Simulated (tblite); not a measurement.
C2H5ClF2Ge2.
Numbering: `[F:1][C@@H:2]1[CH2:3][Ge@H:4]([F:5])[Ge@H:6]1[Cl:7]` (hydrogens: H8 on C2; H9, H10 on C3; H11 on Ge4; H12 on Ge6)

Computed with GFN2-xTB (tblite), gas phase: L-BFGS steps from a force-field or distance-geometry start until the largest atomic force falls under 0.01 eV/Å.

Step 4: E = -674.1026 eV
```
atom  x, y, z in Å  |  force x, y, z in eV/Å
F1     -1.3974   -1.6142    0.8866    0.044  -0.012   0.085
C2     -0.9323   -0.7940   -0.1238   -0.317   0.434   0.146
C3      0.5204   -1.0726   -0.4635    0.185   0.297   0.059
Ge4     1.3624    0.7361    0.0058    0.280  -0.321  -0.085
F5      2.4448    0.5242    1.4323    0.241   0.095  -0.283
Ge6    -0.8958    1.2010    0.5715   -0.073  -0.798  -0.068
Cl7    -1.8183    2.4364   -0.8385   -0.383   0.317  -0.002
H8     -1.6204   -0.9456   -0.9567    0.002  -0.072  -0.128
H9      0.9173   -1.8946    0.1243   -0.025  -0.051   0.084
H10     0.6457   -1.3126   -1.5137    0.027  -0.076  -0.094
H11     2.0406    1.4469   -1.2025    0.446  -0.025   0.080
H12    -1.2659    1.2883    2.0521   -0.427   0.211   0.205
```

Step 5: E = -674.1545 eV
```
atom  x, y, z in Å  |  force x, y, z in eV/Å
F1     -1.4049   -1.6182    0.8761    0.130   0.080   0.171
C2     -0.9378   -0.7834   -0.1254   -0.163   0.164   0.067
C3      0.5244   -1.0638   -0.4649    0.012   0.056   0.011
Ge4     1.3682    0.7495    0.0061    0.387  -0.391  -0.161
F5      2.4798    0.5277    1.4159    0.143   0.104  -0.320
Ge6    -0.9011    1.2129    0.5818   -0.136  -0.838  -0.081
Cl7    -1.8435    2.4440   -0.8236   -0.331   0.279   0.027
H8     -1.6234   -0.9759   -0.9539    0.048   0.143  -0.169
H9      0.9052   -1.9057    0.1167   -0.034   0.169   0.099
H10     0.6498   -1.3347   -1.5149   -0.018   0.119   0.069
H11     2.0921    1.4454   -1.2043    0.311  -0.073   0.195
H12    -1.3077    1.3015    2.0643   -0.350   0.185   0.093
```

Step 6: E = -674.2030 eV
```
atom  x, y, z in Å  |  force x, y, z in eV/Å
F1     -1.4089   -1.6201    0.8702    0.181   0.171   0.206
C2     -0.9459   -0.7713   -0.1263    0.048  -0.220  -0.060
C3      0.5276   -1.0549   -0.4658   -0.193  -0.185  -0.035
Ge4     1.3811    0.7537    0.0031    0.346  -0.340  -0.200
F5      2.5144    0.5331    1.3945    0.092   0.090  -0.314
Ge6    -0.9088    1.2073    0.5893   -0.188  -0.579  -0.091
Cl7    -1.8728    2.4561   -0.8091   -0.215   0.136   0.138
H8     -1.6247   -1.0001   -0.9544    0.089   0.317  -0.153
H9      0.8936   -1.9121    0.1119   -0.040   0.331   0.117
H10     0.6531   -1.3520   -1.5145   -0.058   0.274   0.181
H11     2.1451    1.4424   -1.2018    0.198  -0.118   0.274
H12    -1.3526    1.3170    2.0768   -0.261   0.124  -0.063
```

Step 7: E = -674.2482 eV
```
atom  x, y, z in Å  |  force x, y, z in eV/Å
F1     -1.4082   -1.6180    0.8702    0.177   0.205   0.198
C2     -0.9529   -0.7642   -0.1280    0.229  -0.531  -0.158
C3      0.5267   -1.0494   -0.4665   -0.312  -0.319  -0.060
Ge4     1.3990    0.7485   -0.0038    0.165  -0.200  -0.190
F5      2.5456    0.5397    1.3697    0.094   0.055  -0.265
Ge6    -0.9192    1.1876    0.5927   -0.192  -0.135  -0.075
Cl7    -1.9023    2.4696   -0.7940   -0.086  -0.043   0.260
H8     -1.6237   -1.0132   -0.9582    0.080   0.388  -0.124
H9      0.8836   -1.9112    0.1113   -0.024   0.360   0.152
H10     0.6547   -1.3607   -1.5118   -0.082   0.330   0.179
H11     2.1941    1.4376   -1.1940    0.127  -0.153   0.298
H12    -1.3961    1.3330    2.0864   -0.177   0.043  -0.214
```

Q: Estimate the geometry and energy of step 8. (The exact step hangs on the optimiser's Hessian estimate; all steps are aligned on step 7, rigid shifts and turns removed.)

A: E = -674.2909 eV, largest force 0.709 eV/Å
```
atom  x, y, z in Å  |  force x, y, z in eV/Å
F1     -1.4037   -1.6122    0.8750    0.125   0.153   0.172
C2     -0.9561   -0.7665   -0.1323    0.296  -0.617  -0.185
C3      0.5205   -1.0487   -0.4675   -0.285  -0.321  -0.055
Ge4     1.4186    0.7378   -0.0141   -0.076  -0.030  -0.137
F5      2.5761    0.5470    1.3410    0.124   0.008  -0.192
Ge6    -0.9325    1.1635    0.5932   -0.140   0.313  -0.037
Cl7    -1.9316    2.4819   -0.7752    0.009  -0.185   0.334
H8     -1.6211   -1.0167   -0.9646    0.024   0.348  -0.106
H9      0.8746   -1.9037    0.1150    0.025   0.257   0.205
H10     0.6545   -1.3619   -1.5071   -0.085   0.284   0.056
H11     2.2418    1.4300   -1.1806    0.089  -0.172   0.268
H12    -1.4399    1.3488    2.0912   -0.106  -0.039  -0.323
```

The energy changes by -0.0427 eV. The first-order estimate −F·Δx gives -0.0589 eV and the mean of the old and new forces, exact on a quadratic surface, -0.0426 eV. The step makes an angle of 62° with the force vector and moves no atom by more than 0.050 Å.

The cost below is that of the whole relaxation. Time: 2.2 s of wall time. Hardware: one thread, Intel Xeon at 2.50 GHz (x86_64), shared host with 64 logical CPUs at a one-minute load of 61.
